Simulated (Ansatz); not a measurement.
Reaction (ligand exchange at the Si–O bond): `[SiH3][O][Ge][O][SiH3]` + `N[SiH2][SiH2]Cl` → `[SiH3]N[SiH2][SiH2]Cl` + `[OH][Ge][O][SiH3]`

Gas-phase electronic energies from Ansatz, PBE0-D4/def2-TZVP geometries. CCSD(T)/CBS adds triple-zeta CCSD(T) − MP2 to the extrapolated MP2 energy (def2 sets, frozen cores). DFT in def2-TZVPP. B3LYP here is the variant with VWN-RPA as its local correlation; programs differ in this. For Ge outer-core shells are correlated without core-valence functions, which leaves a few kJ/mol of doubt a bond. Scalar relativity is left out up to krypton. Each species was taken in one conformer, which may not be the lowest.

CCSD(T)/CBS gives +0.46 eV.

(1) Another level gave +0.43 eV. Which?
A. HF/def2-TZVPP
B. LC-ωPBE/def2-TZVPP
C. B3LYP/def2-TZVPP
D. LDA (SPW92)/def2-TZVPP

Largest T1 diagnostic among the species: 0.015.

Answers

(1) B. LC-ωPBE 0.43, B3LYP 0.52, LDA (SPW92) 0.36, HF/def2-TZVPP 0.62 eV.

Leaving LDA and LC-ωPBE aside and taking each functional with its dispersion term where it has one, the values, not all of them listed here, spread over 0.14 eV, from revPBE-D4 to BHLYP-D4. LDA lies −0.05 eV from PBE without D4. The D4 term adds −0.04 eV with B3LYP and −0.02 eV with PBE0; it sums over pairs of atoms, weighted by their polarisabilities, and B3LYP, whose exchange is more repulsive, gets the larger term. In def2-TZVPP, CCSD(T) changes the Hartree–Fock value by −0.15 eV (the triples alone add −0.02 eV) and MP2 by −0.16 eV.
